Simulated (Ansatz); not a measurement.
A series at In: from `[Br][In]([Br])[Br]`, ligands are replaced one by one, each step taking up NH₃ and setting free HBr; n counts the steps. Ansatz, PBE0-D4/def2-TZVP geometries. Each molecule was computed in one conformer, which needn't be the lowest.

CBS adds triple-zeta CCSD(T) − MP2 to the MP2 limit, frozen cores; atoms without spin–orbit coupling. Elements past krypton have def2 core potentials. Outer-core shells of Br, In are correlated without core-valence functions. Scalar relativity is left out up to krypton. Spin–orbit coupling is left out.

```csv
n,molecule,"atomization energy, CCSD(T)/CBS (kJ/mol)"
0,`[Br][In]([Br])[Br]`,918.3
1,`[NH2][In]([Br])[Br]`,?
2,`[NH2][In]([NH2])[Br]`,2379.1
3,`[NH2][In]([NH2])[NH2]`,3091.1
```

Task: By hand: fit a straight line y = ȳ + b (n − n̄) to the 3 given rows and predict n = 1.

Result: n̄ = 1.667, ȳ = 2129.50; Σ(n − n̄)(y − ȳ) = 3384.00, Σ(n − n̄)² = 4.667, so b = 725.09 kJ/mol a step. Prediction: 2129.50 + (725.09) × (-0.667) = 1645.9 kJ/mol.

Task: By hand: compare with the computed value, 1653.7 kJ/mol, and give the steps along the whole series.

Result: The line misses by 7.8 kJ/mol (computed minus predicted). Steps: 735.4, 725.4, 712.0 kJ/mol.

The steps differ by up to 23.4 kJ/mol, small against a whole step but well beyond the method's doubt, so the ligands' effects don't simply add. The miss is 0.4 % of the series' range. The energies themselves are unsure by some kJ/mol a bond, though much of that is common to the series.
